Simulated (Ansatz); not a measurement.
A search over several starts for the lowest SCF solution of Al2H4F2⁺, that is (H2Al-mu-F)2 with one electron fewer at the given spin, in a small basis.

```yaml
crystal:
  periodic: [false, false, false]
  atoms:
    - {symbol: Al, position_ang: [-0.757671, 1.198660, -0.053526]}
    - {symbol: H, position_ang: [-2.270731, 1.073249, 0.369367]}
    - {symbol: H, position_ang: [0.024066, 2.482177, -0.528289]}
    - {symbol: F, position_ang: [-0.293841, -0.235720, -1.119605]}
    - {symbol: Al, position_ang: [0.757607, -1.198700, 0.053550]}
    - {symbol: H, position_ang: [2.270487, -1.071984, -0.369614]}
    - {symbol: H, position_ang: [-0.022997, -2.482937, 0.528216]}
    - {symbol: F, position_ang: [0.293069, 0.235245, 1.119891]}
basis:
  gaussian: {orbitals: def2-SVP}
total_charge: 1
magnetization: {spin_polarized: true, initial_magnetization: 1}
hamiltonian: {xc: pbe0, dispersion: d4}
output: {orbitals: {seedname: orbitals}}
```

```sh
$ ansatz run in.yaml --threads 4 --pin off --events-out ev --progress --plain --max-ram 3916MiB
```

It prints (some lines left out):

```
Functional definition: PBE0
772 factors; integrals over basis functions are off by at most 1.1e-3 eV
mean field evaluation 1: about -18657.3608 eV, gradient 5.5e1 eV
mean field evaluation 2: about -18625.7083 eV, gradient 1.1e2 eV
mean field evaluation 4: about -18666.6641 eV, gradient 1.2e0 eV
mean field evaluation 8: about -18666.7722 eV, gradient 1.9e-1 eV
mean field evaluation 16: about -18666.7727 eV, gradient 3.2e-4 eV
mean field -18666.94903773 eV, -685.9977242240 hartree, gradient 1.7e-5 eV, S^2 0.759554; 2 other end points of the search recorded, 0 dependent functions left out
reference -18666.94907334 eV, -685.9977255328 hartree; 24, 23 occupied and 60, 61 virtual orbitals, 772 factors
Total energy: -18667.04532180 eV, -686.0012625983 hartree
```

Run time 2 s (4 threads of Arm Neoverse V2 on a shared host).

Other converged states that the search met: 0.18 eV higher (⟨S²⟩ = 0.76).
